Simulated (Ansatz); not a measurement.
H3B3O3, charge -1, doublet, at a GFN2-xTB geometry (a state made from the parent by changing its charge; the spin is typed, not shown lowest) (a gas-phase anion, which may not be bound at this level); B3LYP/3-21G run with Ansatz (an electronic-structure program).

Here is a job for Ansatz.
Ansatz 0.2 input:
```yaml
crystal:
  periodic: [false, false, false]
  atoms:
    - {symbol: B, position_ang: [-0.60728257, 1.19685265, 0.16902071]}
    - {symbol: O, position_ang: [-1.40348450, 0.03382337, 0.16762818]}
    - {symbol: B, position_ang: [-0.69503032, -1.15694414, -0.09071650]}
    - {symbol: O, position_ang: [0.61276089, -1.23313937, -0.19279040]}
    - {symbol: B, position_ang: [1.48170512, -0.05401672, -0.01105707]}
    - {symbol: O, position_ang: [0.70335584, 1.19703216, 0.07537462]}
    - {symbol: H, position_ang: [-1.20229179, 2.23220637, 0.28760299]}
    - {symbol: H, position_ang: [-1.36553159, -2.14663289, -0.19559398]}
    - {symbol: H, position_ang: [2.36980431, 0.00323830, -0.82994389]}
basis:
  gaussian:
    orbitals: 3-21G.json
hamiltonian:
  xc: b3lyp
total_charge: -1
magnetization: {spin_polarized: true, initial_magnetization: 1}
```
The basis file holds 3-21G in the JSON format of the Basis Set Exchange.

The log (banner, timings and long lists left out):

```
Functional definition: B3LYP
681 factors; integrals over basis functions are off by at most 5.7e-4 eV
mean field evaluation 1: about -8178.7844 eV, gradient 2.0e1 eV
mean field evaluation 2: about -8177.7725 eV, gradient 2.7e1 eV
mean field evaluation 4: about -8180.3020 eV, gradient 2.7e0 eV
mean field evaluation 8: about -8180.4350 eV, gradient 1.1e-1 eV
mean field evaluation 16: about -8180.4351 eV, gradient 6.6e-5 eV
mean field -8180.43510563 eV, -300.6254452337 hartree, gradient 5.3e-5 eV, S^2 0.751612; 0 other end points of the search recorded, 0 dependent functions left out
reference -8180.43531856 eV, -300.6254530590 hartree; 22, 21 occupied and 38, 39 virtual orbitals, 681 factors
Total energy: -8180.43531856 eV, -300.6254530590 hartree
```
